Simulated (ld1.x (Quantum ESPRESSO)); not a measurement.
**BP86 ultrasoft dataset for boron (B), non-relativistic all-electron reference.**

- Element: B (Z = 5)
- Generator: ld1.x (Quantum ESPRESSO) 7.5
- Type: ultrasoft
- Functional: BP86
- Relativity: non-relativistic
- Frozen core: [He]
- Valence charge: 3
- Reference configuration: 2s2 2p1
- Partial waves: 2s (bound): rcut 1.20, rcutus 1.55 bohr; 2s channel at 3.1 Ry: rcut 1.20, rcutus 1.55 bohr; 2p (bound): rcut 2.45, rcutus 2.95 bohr; 2p channel at 0.3 Ry: rcut 2.45, rcutus 2.95 bohr; 3d channel at 0.25 Ry: rcut 2.15, rcutus 2.55 bohr; 3d channel at 1.05 Ry: rcut 2.15, rcutus 2.55 bohr
- Local potential: all-electron potential smoothed inside 2.70 bohr (lloc = -1)
- Core correction: Bessel-smoothed model core, default radius (core density twice the valence density)
- Augmentation charge: PSQ, inside the norm-conserving radii

All-electron outer shells of the reference configuration (BP86, non-relativistic, ld1.x):

| shell | level (eV) | outermost node (bohr) | outermost maximum (bohr) |
| --- | --- | --- | --- |
| 2s | -9.54 | 0.46 | 1.52 |
| 2p | -3.69 | – | 1.57 |

What the tests gave:

| Property | Result |
| --- | --- |
| Cutoffs needed | 6 Ry and 10 Ry (the cutoffs (Ry, on a coarse ladder) from which the occupation-weighted sum of valence levels, in a spherical-Bessel basis at the reference potential, stays within 10 and 1 mRy of its value at 400 Ry) |
| Ghost test | no extra level below or beside the all-electron valence levels (s, p, d, f tested) (spherical-Bessel basis up to 400 Ry, 20 bohr box) |
| Largest excitation error | +55 meV (all-electron minus pseudo) for 2s1 2p0, out of 7 test configurations |
| Lowest eigenvalue of the overlap operator | 0.59 (s channel) |
| Density cutoff estimated by the generator | 228 Ry |

Generation and tests took about 1.4 s on one core of a shared server CPU.
